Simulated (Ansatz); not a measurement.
A nudged elastic band was laid between two geometries of BH₃NOS (7 atoms, charge -1, multiplicity 1).

Computed with RKS BHLYP/def2-SVP (Ansatz).

```yaml
movable_images: 5
climbing_image: yes
spring: 5.0 eV/Å²
optimiser: quadratic models (default)
start_path: through a guess of the saddle point
force_threshold: 0.05 eV/Å
iteration_limit: 60
end_points: relaxed
```

Initial state:

```xyz
7
Properties=species:S:1:pos:R:3
N -0.547 0.994 0.109
B -0.032 -0.359 0.028
O 1.343 -0.417 0.314
S -0.984 -1.799 -0.371
H 0.096 1.761 0.002
H -1.436 1.162 -0.326
H 1.561 -1.343 0.245
```

Final state:

```xyz
7
Properties=species:S:1:pos:R:3
N -0.182 1.419 0.137
B 0.142 0.118 0.117
O 1.382 -0.521 0.371
S -1.207 -1.228 -0.328
H 0.643 1.979 0.341
H -2.137 -0.344 -0.706
H 1.358 -1.423 0.069
```

Q: Which bonds break or form, and what moves?

A: Bonds broken: N1–H6. Bonds formed: S4–H6.

Q: Give the energies along the band, and the barrier.

A: The forces met the threshold. The highest image is number 3 of 0 to 6, 50.6 kcal/mol above the first end and 18.0 kcal/mol above the last; the last end lies 32.6 kcal/mol above the first. A vibrational analysis at the climbing image gives one clearly imaginary mode, 1521i cm⁻¹: a first-order saddle point. The orbitals stay closed-shell, which can raise the energy where a bond breaks towards radicals; this wasn't checked here. Limits of this set-up: an anion without diffuse functions.

```json
{"image": "0", "path coordinate (Å)": "0.00", "energy (kcal/mol)": "0.0", "N1–H6 (Å)": "1.00", "S4–H6 (Å)": "3.00"}
{"image": "1", "path coordinate (Å)": "0.45", "energy (kcal/mol)": "3.8", "N1–H6 (Å)": "1.00", "S4–H6 (Å)": "2.61"}
{"image": "2", "path coordinate (Å)": "0.89", "energy (kcal/mol)": "24.7", "N1–H6 (Å)": "1.08", "S4–H6 (Å)": "2.04"}
{"image": "3", "path coordinate (Å)": "1.34", "energy (kcal/mol)": "50.6", "N1–H6 (Å)": "1.45", "S4–H6 (Å)": "1.56"}
{"image": "4", "path coordinate (Å)": "1.76", "energy (kcal/mol)": "41.2", "N1–H6 (Å)": "1.91", "S4–H6 (Å)": "1.37"}
{"image": "5", "path coordinate (Å)": "2.19", "energy (kcal/mol)": "34.2", "N1–H6 (Å)": "2.38", "S4–H6 (Å)": "1.34"}
{"image": "6", "path coordinate (Å)": "2.61", "energy (kcal/mol)": "32.6", "N1–H6 (Å)": "2.76", "S4–H6 (Å)": "1.34"}
```

Q: What is the geometry of the highest image?

A: 
```xyz
7
Properties=species:S:1:pos:R:3
N -0.433 1.134 -0.012
B 0.146 -0.113 0.026
O 1.458 -0.495 0.321
S -1.243 -1.308 -0.423
H 0.063 1.993 0.188
H -1.512 0.230 -0.357
H 1.521 -1.441 0.256
```

Q: What are the harmonic wavenumbers there?

A: 1521i, 253, 338, 394, 542, 578, 620, 811, 1002, 1017, 1214, 1541, 1703, 3614, 4060 cm⁻¹.

Time of the run: 3.3 min on 1 thread of Arm Neoverse V1, on a shared host, peak memory 0.13 GiB.
